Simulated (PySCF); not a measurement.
## Electron correlation in Co⁵⁺ (cobalt, charge +5)

Starting occupation: [Ar] 3d4, 3d3/2 with m_j = -3/2, -1/2, +1/2, +3/2. Computed with PySCF 2.14 in an even-tempered Gaussian basis (18 s from 0.2 bohr⁻², ratio 2.8; 13 p from 0.26 bohr⁻², ratio 2.8; 9 d from 0.26 bohr⁻², ratio 2.8; 4 f from 1.3 bohr⁻², ratio 3), with X2C-1e with screened-nucleus spin-orbit coupling, Gaussian nucleus. Frozen: [Ne]; 12 electrons correlated; the 76 highest virtual spinors left out.

MP2 pair energies summed by pair of shells (mhartree):

```csv
pair,energy,share (%)
3d-3p,-159.62,42.7
3p-3p,-106.25,28.4
3d-3d,-39.39,10.5
3p-3s,-38.78,10.4
3d-3s,-23.78,6.4
3s-3s,-6.01,1.6
```

Total MP2 correlation energy: -373.84 mhartree.

The GHF reference relaxed away from the jj start to a determinant that is no pure jj level (⟨S²⟩ = 5.99, ⟨J²⟩ = 3.87); the energies belong to that determinant.
